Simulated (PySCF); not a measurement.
Question: Give a PBE0-D3(BJ)/def2-SVP geometry of `CNC1=CC=CC=C1C`.

Answer: 
```xyz
20
C8H11N angstrom
C      2.9629   -0.0436    0.1554
N      1.7378    0.6881    0.0255
C      0.5028    0.1038    0.2061
C      0.3557   -1.2859    0.3517
C     -0.9071   -1.8550    0.4991
C     -2.0459   -1.0570    0.5161
C     -1.9021    0.3244    0.3780
C     -0.6549    0.9233    0.2210
C     -0.5165    2.4068    0.0572
H      3.0940   -0.5162    1.1495
H      3.0301   -0.8427   -0.6018
H      3.8097    0.6357   -0.0137
H      1.7865    1.6750    0.2322
H      1.2359   -1.9301    0.3499
H     -0.9934   -2.9395    0.6073
H     -3.0370   -1.4998    0.6350
H     -2.7894    0.9647    0.3873
H      0.0579    2.8635    0.8845
H     -1.4993    2.8968    0.0376
H      0.0082    2.6624   -0.8798
```

Any rigid rotation of these coordinates is as good. Atoms count from 1 in this order. The C–N distances run from 1.378 Å (N2–C3, drawn single) to 1.433 Å (C1–N2, drawn single), a spread of 0.055 Å. The C–C distances run from 1.391 Å (C5–C6, aromatic) to 1.499 Å (C8–C9, drawn single), a spread of 0.108 Å. The 6-membered ring C3–C4–C5–C6–C7–C8 has internal angles of 118.8° to 122.0°; it is planar, 0.00 Å rms from its mean plane, widest ring torsion 1°. Of the pairs four or more bonds apart, C9···H13 is among the closest relative to their van der Waals radii: 2.42 Å, 84 % of the sum of Bondi's values.

Bonds between heavy atoms (Å): C1–N2 1.433, N2–C3 1.378, C3–C4 1.405, C4–C5 1.393, C5–C6 1.391, C6–C7 1.396, C7–C8 1.392, C8–C9 1.499, C3–C8 1.419.

Theory: PySCF, PBE0-D3(BJ)/def2-SVP geometry optimisation, gas phase.

No PBE0-D3(BJ)/def2-SVP frequencies stand behind this structure, so it isn't proved a minimum. One conformer, not necessarily the lowest (C1–N2–C3–C4 -9°).

The run took 1.7 min wall on Arm Neoverse V2, one thread, on a shared host. These figures are those of the optimisation.
